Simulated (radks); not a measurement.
Ca+, configuration [Ar] 4s1 (the NIST ground configuration).

All-electron calculation, scalar-relativistic Kohn-Sham, LDA (Slater exchange, Perdew-Zunger correlation), spin-unpolarised, spherical densities, finite nucleus; Fermi nuclear charge, rms radius 3.4776 fm. Program: a radial shooting solver on a logarithmic mesh with Libxc functionals.

Energy parts (eV):
part                      energy
total                 -18461.577
kinetic                18575.687
electron-nucleus      -43763.040
Hartree                 7654.728
exchange-correlation    -928.952

Orbitals (lengths in bohr, moments of r in powers of bohr; <r^-3> diverges for s and p1/2; r(max) is where P^2 peaks; r(90%) holds 90 % of the orbital's charge):
| orbital | occ. | eigenvalue (eV) | r(max) | <r^-3> | r(90%) | <r> |
|---|---|---|---|---|---|---|
| 1s | 2 | -3945.116 | 0.05040 | - | 0.138 | 0.07702 |
| 2s | 2 | -420.1950 | 0.3007 | - | 0.569 | 0.3655 |
| 2p | 6 | -341.6638 | 0.2465 | 186.6 | 0.542 | 0.3283 |
| 3s | 2 | -53.7946 | 0.9926 | - | 1.74 | 1.157 |
| 3p | 6 | -34.9147 | 1.045 | 19.97 | 1.96 | 1.269 |
| 4s | 1 | -9.1746 | 3.107 | - | 5.23 | 3.561 |
| 3d | 0 | -8.5870 | 1.250 | 1.028 | 3.44 | 1.964 |
| 4p | 0 | -6.0656 | 3.792 | 1.700 | 6.41 | 4.344 |

The highest occupied level is 4s at -9.175 eV. For comparison, the ionisation energy in NIST's Atomic Spectra Database is 11.872 eV (measured). In exact Kohn-Sham theory the highest level is minus the ionisation energy, but local and semilocal functionals leave it too shallow, through self-interaction and a potential that decays too fast; potentials with the right tail come closer.

Beside tabulated values, note that spin-unpolarised runs miss the spin-polarisation part of the exchange energy of open shells.
